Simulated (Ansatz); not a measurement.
Geometry optimisation, RKS PBE-D4/6-31G* in Ansatz.

Input file:

```yaml
crystal:
  periodic: [false, false, false]
  atoms:
    - { symbol: "N", position_ang: [1.8547, -1.8465, -0.0432] }
    - { symbol: C, position_ang: [1.0478, -0.5939, 0.1984] }
    - { symbol: O, position_ang: [-0.3068, -0.8249, -0.2361] }
    - { symbol: Si, position_ang: [-1.3431, 0.3528, 0.118] }
    - { symbol: C, position_ang: [-0.9486, 2.0814, -0.3929] }
    - { symbol: O, position_ang: [0.1197, 2.566, -0.0049] }
    - { symbol: H, position_ang: [1.732, -2.0096, -1.0425] }
    - { symbol: H, position_ang: [1.3593, -2.543, 0.4136] }
    - { symbol: H, position_ang: [1.08453, 2.53683, 0.21499] }
    - { symbol: H, position_ang: [1.1026, -0.3598, 1.2942] }
    - { symbol: H, position_ang: [-1.7251, 0.2686, 1.5971] }
    - { symbol: H, position_ang: [-2.6556, -0.0404, -0.5515] }
    - { symbol: H, position_ang: [-1.7231, 2.6661, -1.0104] }
basis:
  gaussian: { orbitals: "6-31G*" }
hamiltonian:
  xc: pbe
  dispersion: d4
relax:
  f_tol: 0.02
  max_steps: 50
```

Launched with:

```bash
$ ansatz run input.yaml --threads 2 --pin off --max-ram 3072MiB --backend cpu --events-out ev --progress --plain --runs-dir out
```

Problem. Where does it end, and by what steps?

Solution. It converged. After 43 steps the energy has fallen by 5.419 eV; H9 moved furthest, 2.05 Å. Parted: O6–H9. Joined: C2–H9.

```json
{"step": "0", "energy less start (eV)": "0.0000", "largest force component (eV/Å)": "4.873", "accepted": "yes"}
{"step": "2", "energy less start (eV)": "-1.7737", "largest force component (eV/Å)": "1.699", "accepted": "yes"}
{"step": "4", "energy less start (eV)": "-2.4570", "largest force component (eV/Å)": "0.943", "accepted": "yes"}
{"step": "6", "energy less start (eV)": "-2.7520", "largest force component (eV/Å)": "0.762", "accepted": "yes"}
{"step": "8", "energy less start (eV)": "-3.0575", "largest force component (eV/Å)": "1.056", "accepted": "yes"}
{"step": "10", "energy less start (eV)": "-3.6348", "largest force component (eV/Å)": "2.375", "accepted": "yes"}
{"step": "12", "energy less start (eV)": "-4.6543", "largest force component (eV/Å)": "2.208", "accepted": "yes"}
{"step": "14", "energy less start (eV)": "-5.1667", "largest force component (eV/Å)": "0.747", "accepted": "yes"}
{"step": "16", "energy less start (eV)": "-5.2990", "largest force component (eV/Å)": "0.709", "accepted": "yes"}
{"step": "18", "energy less start (eV)": "-5.3583", "largest force component (eV/Å)": "0.313", "accepted": "yes"}
{"step": "20", "energy less start (eV)": "-5.3596", "largest force component (eV/Å)": "1.028", "accepted": "no"}
{"step": "22", "energy less start (eV)": "-5.3761", "largest force component (eV/Å)": "0.079", "accepted": "yes"}
{"step": "24", "energy less start (eV)": "-5.3930", "largest force component (eV/Å)": "0.115", "accepted": "yes"}
{"step": "26", "energy less start (eV)": "-5.3947", "largest force component (eV/Å)": "0.909", "accepted": "no"}
{"step": "28", "energy less start (eV)": "-5.4099", "largest force component (eV/Å)": "0.207", "accepted": "yes"}
{"step": "30", "energy less start (eV)": "-5.4136", "largest force component (eV/Å)": "0.061", "accepted": "yes"}
{"step": "32", "energy less start (eV)": "-5.4156", "largest force component (eV/Å)": "0.120", "accepted": "yes"}
{"step": "34", "energy less start (eV)": "-5.4166", "largest force component (eV/Å)": "0.097", "accepted": "yes"}
{"step": "36", "energy less start (eV)": "-5.4175", "largest force component (eV/Å)": "0.038", "accepted": "yes"}
{"step": "38", "energy less start (eV)": "-5.4179", "largest force component (eV/Å)": "0.043", "accepted": "yes"}
{"step": "40", "energy less start (eV)": "-5.4183", "largest force component (eV/Å)": "0.037", "accepted": "yes"}
{"step": "42", "energy less start (eV)": "-5.4185", "largest force component (eV/Å)": "0.023", "accepted": "yes"}
{"step": "43", "energy less start (eV)": "-5.4185", "largest force component (eV/Å)": "0.018", "accepted": "yes"}
```

```xyz
13
Properties=species:S:1:pos:R:3
N 1.940 -1.489 0.047
C 1.031 -0.454 0.411
O -0.290 -0.639 -0.206
Si -1.542 0.418 0.087
C -1.062 2.229 -0.407
O 0.096 2.563 -0.647
H 2.075 -1.502 -0.969
H 1.565 -2.405 0.315
H 1.428 0.520 0.084
H 0.908 -0.454 1.510
H -1.958 0.481 1.538
H -2.709 -0.020 -0.743
H -1.885 3.006 -0.465
```

Whether the end is a true minimum wasn't checked by a vibrational analysis.

Run time: 2.4 min on 2 threads of Arm Neoverse V1, on a shared host, peak memory 0.23 GiB.
